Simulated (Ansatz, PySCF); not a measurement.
Pulling on the C2–H6 bond in CH6Ge (SMILES [CH3][GeH3]) (multiplicity 1 held, fragments rigid). Energies count from the point at 1.090 Å.
Geometry at that point (charge 0, multiplicity 1):
```xyz
8

Ge    -0.388     0.046    -0.009
C      1.563    -0.187     0.034
H     -1.014    -0.866    -1.081
H     -0.746     1.508    -0.338
H     -1.001    -0.312     1.359
H      1.813    -1.221     0.268
H      2.003     0.459     0.793
H      1.994     0.067    -0.934
```

Unrestricted levels (U-) break spin symmetry where that is lower. Active spaces are followed from a long bond inwards. Levels need not reach the same state.

Correlated levels freeze the cores. Filled d and f shells under p-block atoms count as core. Rows in 3-21G, LANL2DZ carry no dispersion term and start afresh at each structure; the Pople sets are all-electron and without relativity. LANL2DZ brings its own core potentials from Na on.

Programs: Ansatz (an electronic-structure program); PySCF for 3-21G rows, LANL2DZ rows. Values without a source in brackets are computed.

Other levels give for the energy at R = 3.487 Å: U-PBE/cc-pVTZ 473.9; U-B3LYP/cc-pVTZ 479.0; U-wB97X-V/cc-pVTZ 487.6; FIC-MRCISD+Q on CASSCF(2,2)/cc-pVTZ 477.9 kJ/mol.

Task: What do these common cheap choices give for the same quantity: R-HF/3-21G, U-HF/LANL2DZ, R-BP86/LANL2DZ, R-B3LYP/LANL2DZ, U-B3LYP/LANL2DZ?

Result: R-HF/3-21G 842.7; U-HF/LANL2DZ 380.2; R-BP86/LANL2DZ 593.2; R-B3LYP/LANL2DZ 642.5; U-B3LYP/LANL2DZ 485.9 kJ/mol. They span 380.2 to 842.7 kJ/mol.

Doubts at one or more of the structures used: a restricted determinant that unrestricted orbitals would lower (R-HF/3-21G); a spin-contaminated determinant (U-HF/LANL2DZ, U-B3LYP/LANL2DZ, U-PBE/cc-pVTZ, U-B3LYP/cc-pVTZ, U-wB97X-V/cc-pVTZ).
